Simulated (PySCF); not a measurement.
PySCF input (HF/def2-TZVPD):

```python
from pyscf import gto, scf, dft

mol = gto.M(
    atom='''
    F     1.30692992   -1.08527908   -0.09684270
    Ge    0.00000000   -0.00000000    0.00000000
    F     0.58607499    1.59724028   -0.02479112
    F    -1.03892309   -0.24358389   -1.32536060
    F    -0.85408183   -0.26837731    1.44699442
    ''',
    basis='def2-tzvpd',
    charge=0,
    spin=0,
    verbose=4,
)

mf = scf.RHF(mol).density_fit(auxbasis='def2-universal-jkfit')
mf.conv_tol = 1e-9
mf.max_cycle = 100
mf.max_memory = 1500
mf.kernel()
if not mf.converged:
    mf = mf.newton()
    mf.kernel(mf.make_rdm1())
mf.analyze()
```

End of the output:

```
Extra cycle  E= -2473.47064786237  delta_E= 6.37e-12  |g|= 1.31e-06  |ddm|= 3.14e-06
converged SCF energy = -2473.47064786237
**** SCF Summaries ****
Total Energy =                       -2473.470647862369788
Nuclear Repulsion Energy =             450.825318680156101
One-electron Energy =                -4349.738793353457368
Two-electron Energy =                 1425.442826810931365
Two-electron Coulomb Energy =         1543.541062764943490
DFT Exchange-Correlation Energy =     -118.098235954012125
HOMO-LUMO gap [eV] =                    19.478611642054876
**** MO energy ****
MO #1   energy= -405.388528575339  occ= 2
MO #2   energy= -52.2850545015758  occ= 2
MO #3   energy= -46.3743823650746  occ= 2
MO #4   energy= -46.3743823650581  occ= 2
MO #5   energy= -46.3743823650394  occ= 2
MO #6   energy= -26.3353948988135  occ= 2
MO #7   energy= -26.335394898529   occ= 2
MO #8   energy= -26.3353948979726  occ= 2
MO #9   energy= -26.3353780359093  occ= 2
MO #10  energy= -7.33592806441571  occ= 2
MO #11  energy= -5.31414448161025  occ= 2
MO #12  energy= -5.31414448157559  occ= 2
MO #13  energy= -5.31414448156338  occ= 2
MO #14  energy= -1.80832501943711  occ= 2
MO #15  energy= -1.80832501931797  occ= 2
MO #16  energy= -1.8083250190343   occ= 2
MO #17  energy= -1.78832730170229  occ= 2
MO #18  energy= -1.78832730165642  occ= 2
MO #19  energy= -1.63999047334458  occ= 2
MO #20  energy= -1.59631006496272  occ= 2
MO #21  energy= -1.59631006455275  occ= 2
MO #22  energy= -1.59631006391804  occ= 2
MO #23  energy= -0.84658767507316  occ= 2
MO #24  energy= -0.748776613557905 occ= 2
MO #25  energy= -0.74877661328834  occ= 2
MO #26  energy= -0.748776613111947 occ= 2
MO #27  energy= -0.703435318019929 occ= 2
MO #28  energy= -0.703435317851101 occ= 2
MO #29  energy= -0.682251340589023 occ= 2
MO #30  energy= -0.682251340437193 occ= 2
MO #31  energy= -0.682251340194552 occ= 2
MO #32  energy= -0.677607298373056 occ= 2
MO #33  energy= -0.677607297994875 occ= 2
MO #34  energy= -0.67760729784169  occ= 2
MO #35  energy= 0.038218482871514  occ= 0
MO #36  energy= 0.0989417188782413 occ= 0
MO #37  energy= 0.0989417189521125 occ= 0
MO #38  energy= 0.0989417189882032 occ= 0
MO #39  energy= 0.139920793502487  occ= 0
MO #40  energy= 0.139920793593407  occ= 0
MO #41  energy= 0.139920793735708  occ= 0
MO #42  energy= 0.141046060552691  occ= 0
MO #43  energy= 0.152675240098792  occ= 0
MO #44  energy= 0.152675240220426  occ= 0
MO #45  energy= 0.208623190888571  occ= 0
MO #46  energy= 0.215437987037108  occ= 0
MO #47  energy= 0.215437987249865  occ= 0
MO #48  energy= 0.215437987414648  occ= 0
MO #49  energy= 0.227664544075324  occ= 0
MO #50  energy= 0.227664544129473  occ= 0
MO #51  energy= 0.227664544150128  occ= 0
MO #52  energy= 0.254820126892183  occ= 0
MO #53  energy= 0.254820127334335  occ= 0
MO #54  energy= 0.254820127973905  occ= 0
MO #55  energy= 0.307889366096232  occ= 0
MO #56  energy= 0.307889366656274  occ= 0
MO #57  energy= 0.377183163992362  occ= 0
MO #58  energy= 0.409873985900596  occ= 0
MO #59  energy= 0.409873986006695  occ= 0
MO #60  energy= 0.409873986248257  occ= 0
MO #61  energy= 0.518892042662729  occ= 0
MO #62  energy= 0.518892042801288  occ= 0
MO #63  energy= 0.518892043096196  occ= 0
MO #64  energy= 0.540033307200392  occ= 0
MO #65  energy= 0.549967595866565  occ= 0
MO #66  energy= 0.549967596667026  occ= 0
MO #67  energy= 0.5728360301102    occ= 0
MO #68  energy= 0.572836030580675  occ= 0
MO #69  energy= 0.572836030737553  occ= 0
MO #70  energy= 0.64687287945751   occ= 0
MO #71  energy= 0.646872879927269  occ= 0
MO #72  energy= 0.681172890027824  occ= 0
MO #73  energy= 0.681172890711579  occ= 0
MO #74  energy= 0.681172890926504  occ= 0
MO #75  energy= 0.697747972776901  occ= 0
MO #76  energy= 0.697747972992012  occ= 0
MO #77  energy= 0.697747973538793  occ= 0
MO #78  energy= 0.764899051518279  occ= 0
MO #79  energy= 0.764899052351123  occ= 0
MO #80  energy= 0.799833991207821  occ= 0
MO #81  energy= 0.799833991541167  occ= 0
MO #82  energy= 0.799833991610528  occ= 0
MO #83  energy= 0.872472205747596  occ= 0
MO #84  energy= 0.872472206107097  occ= 0
MO #85  energy= 0.872472206157995  occ= 0
MO #86  energy= 0.926485074151598  occ= 0
MO #87  energy= 1.00492969604553   occ= 0
MO #88  energy= 1.00492969649717   occ= 0
MO #89  energy= 1.00492969661483   occ= 0
MO #90  energy= 1.09406220528854   occ= 0
MO #91  energy= 1.09406220655731   occ= 0
MO #92  energy= 1.09406220770812   occ= 0
MO #93  energy= 1.18584987351651   occ= 0
MO #94  energy= 1.18584987444739   occ= 0
MO #95  energy= 1.18584987499905   occ= 0
MO #96  energy= 1.22255889070599   occ= 0
MO #97  energy= 1.23538351375623   occ= 0
MO #98  energy= 1.23538351432181   occ= 0
MO #99  energy= 1.27528315200876   occ= 0
MO #100 energy= 1.27528315212417   occ= 0
MO #101 energy= 1.27528315239546   occ= 0
MO #102 energy= 1.35752756389164   occ= 0
MO #103 energy= 1.35752756391127   occ= 0
MO #104 energy= 1.35752756443935   occ= 0
MO #105 energy= 1.41792102165354   occ= 0
MO #106 energy= 1.42487387563076   occ= 0
MO #107 energy= 1.42487387614653   occ= 0
MO #108 energy= 1.42487387717352   occ= 0
MO #109 energy= 1.49072976101032   occ= 0
[...]
```
